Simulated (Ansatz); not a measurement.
Input for Ansatz (a quantum-chemistry and plane-wave program): U-PBE/def2-TZVPP on BrHSi (SMILES [SiH]Br), a point of a bond scan (R = 3.048 Å).

Ansatz 0.2 input:
```yaml
crystal:
  periodic: [false, false, false]
  atoms:
    - {symbol: Si, position_ang: [-0.89669569, -0.76104712, 1.06218335]}
    - {symbol: H, position_ang: [-2.88833523, -1.69753032, -1.04664853]}
    - {symbol: Br, position_ang: [0.41275014, 0.33954138, -0.42509526]}
basis:
  gaussian:
    orbitals: def2-TZVPP
hamiltonian:
  xc: {name: PBE}
magnetization: {spin_polarized: true, initial_magnetization: 0}
```

Output:

```
WARN ansatz: RAYON_NUM_THREADS=1 ignored (pool sized by the plan → 1); use --threads N
Functional definition: PBE
integrals: 0.03 GiB planned
723 factors; their error is unknown
mean field: 0.29 GiB planned
mean field evaluation 1: about -77919.2844 eV, gradient 1.5e1 eV
mean field evaluation 2: about -77905.7225 eV, gradient 3.0e1 eV
mean field evaluation 4: about -77919.8585 eV, gradient 1.3e1 eV
mean field evaluation 8: about -77921.2977 eV, gradient 9.0e0 eV
mean field evaluation 16: about -77922.5617 eV, gradient 1.9e-5 eV
mean field evaluation 32: about -77922.3313 eV, gradient 7.7e0 eV
mean field evaluation 64: about -77922.6798 eV, gradient 4.7e-4 eV
mean field -77922.67981854 eV, -2863.6056654419 hartree, gradient 7.5e-6 eV, S^2 0.549437; 9 other end points of the search recorded, 0 dependent functions left out
reference -77922.67985091 eV, -2863.6056666316 hartree; 25, 25 occupied and 79, 79 virtual orbitals, 723 factors
Total energy: -77922.67985091 eV, -2863.6056666316 hartree
```

The calculation finished and met its thresholds. Its determinant has ⟨S²⟩ = 0.55, a mixture of spin states.

Cost: very roughly 7 core-seconds.
